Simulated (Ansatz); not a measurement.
Consider the ligand exchange at a B–S bond: `SBS` + `N[SiH3]` → `[SiH3]NBS` + H₂S.

Computed with Ansatz on PBE0-D4/def2-TZVP structures; ΔE is electronic, products minus reactants. CBS: MP2 limit from def2 TZ/QZ plus the TZ coupled-cluster correction, frozen cores. This one scheme is used for every species. DFT in def2-TZVPP. HSE06 is defined as in plane-wave codes. One conformer a species, not always the lowest.

Q: Is it downhill or uphill in electronic energy at CCSD(T)/CBS, and by how much? (Best estimate.)

A: The calculation gave: Downhill: ΔE = -38.7 kJ/mol.

Q: What do these levels give: CAM-B3LYP-D4, B2PLYP, revPBE, HSE06, HF/def2-SVP, CCSD(T)/def2-SVP, HF/def2-TZVPP, MP2/def2-TZVPP, SCS-MP2/def2-TZVPP, CCSD(T)/def2-TZVPP, HF/CBS(def2), CCSD/CBS(def2)? (An estimate is asked.)

A: Ansatz gave: CAM-B3LYP-D4 -43.4, B2PLYP -38.0, revPBE -27.1, HSE06 -32.3, HF/def2-SVP -52.3, CCSD(T)/def2-SVP -47.0, HF/def2-TZVPP -46.1, MP2/def2-TZVPP -37.5, SCS-MP2/def2-TZVPP -40.2, CCSD(T)/def2-TZVPP -40.7, HF/CBS(def2) -47.1, CCSD/CBS(def2) -40.6 kJ/mol.

Q: What do rigid-rotor, harmonic-oscillator terms from PBE0-D4/def2-TZVP frequencies (298.15 K, 1 bar) make of the CCSD(T)/CBS value? (Best estimate.)

A: The calculation gave: ΔZPE = -6.7 kJ/mol, ΔH = -43.3 kJ/mol, ΔS = -9 J/(mol·K), ΔG = -40.8 kJ/mol.

Largest T1 diagnostic among the species: 0.014.

At CCSD(T), def2-SVP lies −8.3 kJ/mol from the extrapolated value and def2-TZVPP −1.9 kJ/mol. From BLYP to BHLYP (50 % exact exchange), in def2-TZVPP and without D4, ΔE moves by −6.6 kJ/mol. In def2-TZVPP, CCSD(T) changes the Hartree–Fock value by +5.5 kJ/mol (the triples alone add +1.9 kJ/mol) and MP2 by +8.7 kJ/mol.
